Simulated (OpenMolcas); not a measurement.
K I: CASPT2 settings compared

```yaml
Program: OpenMolcas 26.06
Basis: ANO-RCC-VDZ [5s4p]
Scalar_Hamiltonian: DKH2, point nucleus
Active_space: 1 electron in 4 orbitals (4s 4p)
State_averaging: 2S+1 = 2 even, 1 root; 2S+1 = 2 odd, 3 roots
Spin-orbit_coupling: RASSI with atomic mean-field integrals over the reference wave functions, term energies averaged over their components
```

Methods on the same reference wave functions:
A. CASSCF
B. SS-CASPT2, IPEA 0 Eh, real shift 0.3 Eh (closed shells correlated: 3s 3p)
C. XMS-CASPT2, IPEA 0.75 Eh, sigma2 regulariser 0.5 Eh (closed shells correlated: 3s 3p)

Energies in cm-1 above 4s 2S 1/2, the measured ground level; measured values from NIST Handbook of Basic Atomic Spectroscopic Data.

```json
{"Level": "4s 2S 1/2", "A": "0.0", "B": "0.0", "C": "0.0", "Measured": "0.0"}
{"Level": "4p 2P* 1/2", "A": "11537", "B": "11722", "C": "11683", "Measured": "12985"}
{"Level": "4p 2P* 3/2", "A": "11576", "B": "11761", "C": "11722", "Measured": "13043"}
```

Deviations, from unrounded energies. A percentage is the sum of absolute deviations over the sum of measured energies, with the sign that they share, or ± where signs differ.

```tsv
Against measurement	Levels	A	B	C
mean absolute deviation (cm-1)	2	1500	1300	1300
other configurations (%)	2	-11.2	-9.8	-10.1
```

B, C lie about equally close to measurement and A furthest from it. The largest miss of B in the table is 4p 2P* 3/2, by -1300 cm-1. The ranking rests on the paired levels alone, and a cruder setting can come out closer through cancelling errors.

Between B and C the level of the table that moves most is 4p 2P* 1/2, by 39 cm-1 (lowest in C, highest in B).

The lowest spin-free term lies below A's lowest term by 0.034 hartree in B, 0.034 hartree in C.

ANO sets are built for ground and valence states and can reach diffuse excited orbitals poorly. With one active electron the reference holds no correlation, so core polarisation is missing (holds for A). With one active electron, CASPT2 adds the correlation within the correlated inactive shells and between them and that electron, and leaves the splitting within a term as the reference gives it (holds for B; C). Measured partners are found by configuration, term and J. A level has none where our copy of the source lacks it or the pairing is in doubt (some pairs that miss far off the trend of their configuration count as doubtful), and it then counts in no deviation. Only configurations of the active space appear.

* marks odd parity.
